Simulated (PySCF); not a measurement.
## P- (phosphorus, charge -1) across methods

[Ne] 3s2 3p4, high-spin 3P determinant. Calculation: PySCF 2.14, in dyall-av3z (19s12p3d2f, 84 functions); the non-relativistic Hamiltonian (point nucleus). The B2PLYP total includes its PT2 part (frozen core); its orbital energies are those of the SCF part.

```
   method  E (hartree)  mean ε 3s β (eV)  mean ε 3p α (eV)  mean ε 3p β (eV)  Σ⟨r²⟩ (bohr²)   ⟨S²⟩
      PBE    -341.1479            -5.652             0.652             1.746          52.72  2.010
      LDA    -340.0437            -5.894             0.566             1.689          53.06  2.012
     BP86    -341.3449            -5.841             0.560             1.578          52.71  2.010
CAM-B3LYP    -341.3153            -8.411            -1.373            -0.118          50.56  2.009
   B2PLYP    -341.1817            -7.996            -1.114             0.376          50.81  2.015
   r2SCAN    -341.2783            -5.608             0.396             1.662          51.39  2.021
     PBE0    -341.1746            -6.838            -0.277             1.007          50.72  2.011
      UHF   -340.70701            -9.560            -2.862            -0.660          50.02  2.029
    TPSSh    -341.3203            -6.071             0.282             1.438          50.61  2.010
```

The outer electron is barely bound at this level, so radii and moments hang on the diffuse functions.

The highest occupied level is positive at PBE, LDA, BP86, B2PLYP, r2SCAN, PBE0, TPSSh: only the finite basis holds that electron, which in a density functional comes from self-interaction.
